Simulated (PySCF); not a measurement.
The vertical singlet excitations below were computed for one of the candidates. Computed with PySCF, TDDFT CAM-B3LYP/def2-SVPD, vertical, gas phase, core orbitals frozen in the response. Geometries: GFN2-xTB, one conformer each.

| state | E (eV) | f | main configurations (H = HOMO, L = LUMO) |
| --- | --- | --- | --- |
| S1 | 6.79 | 0.0015 | H→L (70%), H→L+1 (11%) |
| S2 | 6.88 | 0.023 | H→L+1 (76%) |
| S3 | 7.18 | 0.041 | H-1→L (75%) |
| S4 | 7.46 | 0.476 | H-1→L+1 (84%) |
| S5 | 7.84 | 0.0047 | H→L+3 (53%), H→L+4 (19%) |
| S6 | 7.90 | 0.0047 | H-1→L+3 (49%), H-1→L+5 (15%), H→L+2 (9%) |
| S7 | 7.95 | 0.016 | H→L+2 (34%), H-1→L+2 (12%) |
| S8 | 8.01 | 0.020 | H-2→L (25%), H-1→L+3 (16%), H-1→L+2 (14%) |

Triplets computed (Tamm–Dancoff): 4.57, 6.55, 6.64 eV.

Orbital energies (eV): HOMO-3 -10.54, HOMO-2 -9.95, HOMO-1 -8.93, HOMO -8.77, LUMO 1.09, LUMO+1 1.29, LUMO+2 1.79.

Problem. Which candidate is it?
A. `[SiH3]NN1CCCC1`
B. `CC[C@H]1CN[SiH2]N1`
C. `C=CCN(C)N[SiH3]`
D. `C=C[C@](C)(N)C[SiH3]`
E. `CN[Si@@H]1C=CC[SiH2]1`

Solution. D. Its S1, at 6.79 eV, is the highest among the candidates; the nearest of the others has S1 at 6.27 eV. S1 is HOMO→LUMO (70%), HOMO→LUMO+1 (11%). Löwdin shares by element: HOMO nitrogen 55%, carbon 16% or more, silicon 6% (atoms not listed hold the other 24%); LUMO carbon 22% or more, silicon 16%, hydrogen 7% or more (atoms not listed hold the other 56%). At the same level the other candidates give, for their lowest levels:
- `CC[C@H]1CN[SiH2]N1`: 5.93 eV (f 0.008); 5.97 eV (f 0.012); 6.30 eV (f 0.002); 6.50 eV (f 0.009); 7.20 eV (f 0.001); T1 5.63 eV; HOMO -7.93, LUMO 1.25 eV
- `CN[Si@@H]1C=CC[SiH2]1`: 5.13 eV (f 0.011); 5.90 eV (f 0.021); 6.09 eV (f 0.001); 6.26 eV (f 0.008); 6.50 eV (f 0.096); T1 4.34 eV; HOMO -7.68, LUMO 0.67 eV
- `C=CCN(C)N[SiH3]`: 6.27 eV (f 0.015); 6.45 eV (f 0.015); 6.62 eV (f 0.016); 7.01 eV (f 0.020); 7.22 eV (f 0.032); T1 4.48 eV; HOMO -8.14, LUMO 1.19 eV
- `[SiH3]NN1CCCC1`: 6.12 eV (f 0.017); 6.44 eV (f 0.019); 6.94 eV (f 0.023); 7.18 eV (f 0.009); 7.21 eV (f 0.064); T1 5.83 eV; HOMO -7.94, LUMO 1.20 eV

Shape of the structure used: `[CH2:1]=[CH:2][C@:3]([CH3:4])([NH2:5])[CH2:6][SiH3:7]`: C1–C2–C3–C4 118°, C2–C3–C6–Si7 156°, H–N5–C3–C2 -49°, H–N5–C3–C2 71°.
